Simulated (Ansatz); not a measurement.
Reaction (homolysis of the N–Si bond): `F[SiH](F)N[SiH](Cl)Cl` → `[NH][SiH](Cl)Cl`• + `F[SiH]F`•

Computed with Ansatz on PBE0-D4/def2-TZVP structures; ΔE is electronic, products minus reactants. CCSD(T)/CBS is the MP2 limit (def2-TZVPP, def2-QZVPP) plus CCSD(T) − MP2 in def2-TZVPP, frozen cores. This one scheme is used for every species. No spin–orbit coupling; open shells (•) take unrestricted orbitals. One conformer a species, not always the lowest.

| species | CCSD(T)/CBS(def2) energy (Eh) |
| --- | --- |
| `F[SiH](F)N[SiH](Cl)Cl` | -1754.12603 |
| `[NH][SiH](Cl)Cl`• | -1264.59029 |
| `F[SiH]F`• | -489.33046 |

(1) Work out ΔE.

Largest T1 diagnostic among the species: 0.014.

Answers

(1) ΔE = (-1264.59029) + (-489.33046) − (-1754.12603) = 0.20528 Eh = +539.0 kJ/mol.

The D4 term adds +20.9 kJ/mol with B3LYP and +11.6 kJ/mol with PBE0; it sums over pairs of atoms, weighted by their polarisabilities, and B3LYP, whose exchange is more repulsive, gets the larger term. In def2-TZVPP, CCSD(T) changes the Hartree–Fock value by +117.0 kJ/mol (the triples alone add +8.0 kJ/mol) and MP2 by +142.5 kJ/mol; breaking electron pairs costs correlation energy, which Hartree–Fock lacks.

B3LYP here is the variant with VWN-RPA as its local correlation; programs differ in this.
